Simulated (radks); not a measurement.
The caesium ion Cs11+, 44 electrons, occupied as [Kr] 4d8 (the NIST ground configuration).

Calculated with a radial shooting solver on a logarithmic mesh with Libxc functionals: Dirac Kohn-Sham, BLYP, spin-unpolarised, spherical densities, finite nucleus; open shells fill j = l - 1/2 first; Fermi nuclear charge, rms radius 4.8041 fm.

Energy parts (eV):
part                      energy
total                 -210997.50
kinetic                224746.96
electron-nucleus      -504632.94
Hartree                 73975.84
exchange-correlation    -5087.35

Orbitals (lengths in bohr, moments of r in powers of bohr):
\begin{tabular}{lrrr}
orbital & occ. & eigenvalue (eV) & <r^2> \\ \hline
1s1/2 & 2 & -35969.74 & 0.0009250 \\
2s1/2 & 2 & -5804.021 & 0.01477 \\
2p1/2 & 2 & -5472.745 & 0.01088 \\
2p3/2 & 4 & -5120.203 & 0.01215 \\
3s1/2 & 2 & -1356.473 & 0.1019 \\
3p1/2 & 2 & -1218.073 & 0.09657 \\
3p3/2 & 4 & -1150.316 & 0.1044 \\
3d3/2 & 4 & -907.1733 & 0.08663 \\
3d5/2 & 6 & -892.7583 & 0.08886 \\
4s1/2 & 2 & -400.6866 & 0.5234 \\
4p1/2 & 2 & -350.1249 & 0.5590 \\
4p3/2 & 4 & -335.4444 & 0.5980 \\
4d3/2 & 4 & -252.0329 & 0.6973 \\
4d5/2 & 4 & -249.4141 & 0.7112 \\
\end{tabular}

The highest occupied level is 4d5/2 at -249.41 eV. The electron density at the nucleus is 2.962e+05 e/bohr^3.
